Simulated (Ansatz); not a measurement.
The same path of BH$_{5}$LiOSi (9 atoms, charge 1, multiplicity 1) was run twice with different band settings. Lost on the way: Si4–H7. Made: Li1–Si4, B2–H7.

These are results of RKS PBE/def2-SVPD in Ansatz 0.2.0, not measurements.

Relaxed end points:

```xyz
9
Properties=species:S:1:pos:R:3
Li -2.532 1.407 -1.034
B -0.636 0.592 -0.178
O 0.368 1.323 0.671
Si 0.164 -1.288 -0.340
H 1.195 0.890 1.017
H 0.278 2.262 0.936
H 1.467 -1.256 0.450
H -0.759 -2.312 0.255
H 0.456 -1.618 -1.776
```

```xyz
9
Properties=species:S:1:pos:R:3
Li -2.269 0.054 -0.694
B -0.138 0.144 0.543
O 0.793 1.392 0.480
Si 0.064 -1.321 -0.614
H 1.553 1.368 -0.138
H 1.080 1.758 1.343
H -0.798 0.221 1.557
H -1.044 -2.339 -0.535
H 0.758 -1.276 -1.942
```

Common settings: movable images 9; climbing image yes; optimiser quadratic models (default); start path through a guess of the saddle point; force threshold 0.05 eV/Å; iteration limit 60; end points relaxed.

| run | spring |
| --- | --- |
| 1 | 5.0 eV/Å² |
| 2 | 0.1 eV/Å² |

Problem. What does each run give, and how far can it be trusted?

Solution. Run 1: converged after 18 iterations, highest image 0.245 eV above the first end. Beside the main top the profile has a ripple of under 15 meV (maxima at images 2, 5), which may be a very shallow well or noise. A vibrational analysis at the climbing image gives one clearly imaginary mode, 448i cm⁻¹: a first-order saddle point.
Run 2: converged after 16 iterations, highest image 0.245 eV above the first end. Another band between the same ends (9 images) ends at a top of the same energy, where a vibrational analysis finds 1 clearly imaginary mode.
The orbitals stay closed-shell, which can raise the energy where a bond breaks towards radicals; this wasn't checked here.
